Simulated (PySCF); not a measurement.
## Dipole response of P(2+) (phosphorus, charge +2)

[Ne] 3s2 3p1, 2P determinant. All numbers are calculated (PySCF 2.14, scalar relativity by spin-free X2C-1e, in dyall-acv3z (19s12p6d4f, 113 functions)). Coupled (time-dependent) response in atomic units; α is the mean over directions.

```tsv
method	mean α (bohr³)	α xx, yy, zz	C₆ (like pair)	S(−4)
UHF	9.523	9.756, 9.056, 9.756	34.95	39.77
PBE	9.154	9.310, 8.843, 9.310	32.97	35.86
PBE0	9.224	9.412, 8.849, 9.412	33.36	36.48
MN15	9.172	9.284, 8.949, 9.284	31.80	39.62
BP86	9.130	9.270, 8.850, 9.270	32.86	35.61
```

S(−4) is the Cauchy moment in α(ω) = α(0) + S(−4) ω² + …

α(iu) at UHF:

```json
{"u (hartree)": "0", "α(iu) (bohr³)": "9.523"}
{"u (hartree)": "0.0500", "α(iu) (bohr³)": "9.424"}
{"u (hartree)": "0.100", "α(iu) (bohr³)": "9.144"}
{"u (hartree)": "0.200", "α(iu) (bohr³)": "8.189"}
{"u (hartree)": "0.300", "α(iu) (bohr³)": "7.001"}
{"u (hartree)": "0.500", "α(iu) (bohr³)": "4.829"}
{"u (hartree)": "0.750", "α(iu) (bohr³)": "3.057"}
{"u (hartree)": "1.00", "α(iu) (bohr³)": "2.055"}
{"u (hartree)": "1.50", "α(iu) (bohr³)": "1.106"}
{"u (hartree)": "2.00", "α(iu) (bohr³)": "0.7040"}
{"u (hartree)": "3.00", "α(iu) (bohr³)": "0.3787"}
{"u (hartree)": "5.00", "α(iu) (bohr³)": "0.1825"}
```

For an ion, C₆ is the dispersion term alone; charge-induced terms of lower order in 1/R come first.

The components differ because the open shell of this determinant is not spherical; for a pure term their mean is the scalar polarisability.
